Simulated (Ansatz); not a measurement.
Reaction (ligand exchange at the Si–C bond): `OC([SiH3])N[SiH3]` + `CB(O)F` → `CB(F)O[SiH3]` + `OCN[SiH3]`

Gas-phase electronic energies from Ansatz, PBE0-D4/def2-TZVP geometries. CBS: MP2 limit from def2 TZ/QZ plus the TZ coupled-cluster correction, frozen cores. Functionals use def2-TZVPP. B3LYP here is the variant with VWN-RPA as its local correlation; programs differ in this. One conformer a species, not always the lowest.

```csv
level,ΔE (kJ/mol),difference from CCSD(T)/CBS
PBE-D4,-90.0,17.9
PBE0-D4,-98.0,9.9
B3LYP-D4,-106.3,1.6
r2SCAN,-106.2,1.7
PBE0,-101.2,6.7
B3LYP,-112.1,-4.2
SCS-MP2/def2-TZVPP,-114.4,-6.5
CCSD/def2-TZVPP,-111.8,-3.9
CCSD(T)/def2-TZVPP,-107.6,0.3
HF/def2-QZVPP,-137.7,-29.8
CCSD(T)/CBS,-107.9,0
```

Largest T1 diagnostic among the species: 0.012.

From PBE to PBE0 (25 % exact exchange), in def2-TZVPP and without D4, ΔE moves by −7.7 kJ/mol. The D4 term adds +5.8 kJ/mol with B3LYP and +3.2 kJ/mol with PBE0; it sums over pairs of atoms, weighted by their polarisabilities, and B3LYP, whose exchange is more repulsive, gets the larger term. In def2-TZVPP, CCSD(T) changes the Hartree–Fock value by +28.2 kJ/mol (the triples alone add +4.2 kJ/mol) and MP2 by +26.6 kJ/mol.
